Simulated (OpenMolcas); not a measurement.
# 4d2 along the 38-electron sequence

| Quantity | Value |
| --- | --- |
| Program | OpenMolcas |
| Method | SS-RASPT2, IPEA 0.25 Eh, imaginary shift 0.1 Eh |
| Basis | ANO-RCC-VQZP |
| Scalar Hamiltonian | DKH2, point nucleus |
| Spin-orbit coupling | RASSI with atomic mean-field integrals over the reference wave functions, term energies averaged over their components |

Active space for each ion: 8 electrons in 8 orbitals (RAS1 4p, at most 2 holes; RAS2 4d); closed shells correlated by CASPT2: 4s.

Computed levels in cm-1 above 3F2:

```json
{"Level": "3F3", "Mo4+": "1597", "Tc5+": "2110", "Ru6+": "2750", "Rh7+": "3500"}
{"Level": "3F4", "Mo4+": "3390", "Tc5+": "4440", "Ru6+": "5720", "Rh7+": "7180"}
{"Level": "1D2", "Mo4+": "10150", "Tc5+": "11770", "Ru6+": "13550", "Rh7+": "15260"}
{"Level": "3P0", "Mo4+": "11670", "Tc5+": "13010", "Ru6+": "14530", "Rh7+": "15990"}
{"Level": "3P1", "Mo4+": "12330", "Tc5+": "13900", "Ru6+": "15730", "Rh7+": "17560"}
{"Level": "3P2", "Mo4+": "13820", "Tc5+": "16000", "Ru6+": "18600", "Rh7+": "21310"}
{"Level": "1G4", "Mo4+": "16560", "Tc5+": "18870", "Ru6+": "21610", "Rh7+": "24150"}
{"Level": "1S0", "Mo4+": "37560", "Tc5+": "43080", "Ru6+": "48550", "Rh7+": "53860"}
{"Level": "weight of 3F in the lowest level (%)", "Mo4+": "98", "Tc5+": "98", "Ru6+": "97", "Rh7+": "97"}
```

Mixed levels, with the weight of the term that names them: Ru6+ 1D2 (72 %), Ru6+ 3P2 (74 %), Rh7+ 1D2 (67 %), Rh7+ 3P2 (70 %).

Measured, with the error of the calculation in %. Measured levels: Mo4+ from Sugar and Musgrove, J. Phys. Chem. Ref. Data 17, 155 (1988).

```json
{"Level": "3F3", "Mo4+": "1578 (+1.2)"}
{"Level": "3F4", "Mo4+": "3357 (+1.1)"}
{"Level": "1D2", "Mo4+": "10190 (-0.4)"}
{"Level": "3P0", "Mo4+": "11161 (+4.6)"}
{"Level": "3P1", "Mo4+": "11807 (+4.4)"}
{"Level": "3P2", "Mo4+": "13408 (+3.1)"}
{"Level": "1G4", "Mo4+": "16354 (+1.2)"}
{"Level": "1S0", "Mo4+": "37738 (-0.5)"}
```

The fine-structure level 3F4 changes by a factor of 2.12 from Mo4+ to Rh7+. Its fourth root runs 7.63, 8.16, 8.70, 9.21, with steps per unit of Z of 0.53, 0.53, 0.51; equal steps would mean a (Z - σ)^4 law with constant σ.

1D2 changes by a factor of 1.5 over the same range, with steps per unit of Z of +1620, +1780, +1710 cm-1.

Term energies are means over components that CASPT2 splits; among the terms shown or strongly mixed into the levels shown the widest spread is 520 cm-1 (4d2 1G, Ru6+). Active for correlation alone: 4p; no level in the range computed is led by a configuration that opens it, so any true level of that kind is missing. Measured partners are found by configuration, term and J. A level has none where our copy of the source lacks it or the pairing is in doubt (some pairs that miss far off the trend of their configuration count as doubtful), and it then counts in no deviation. Only configurations of the active space appear.
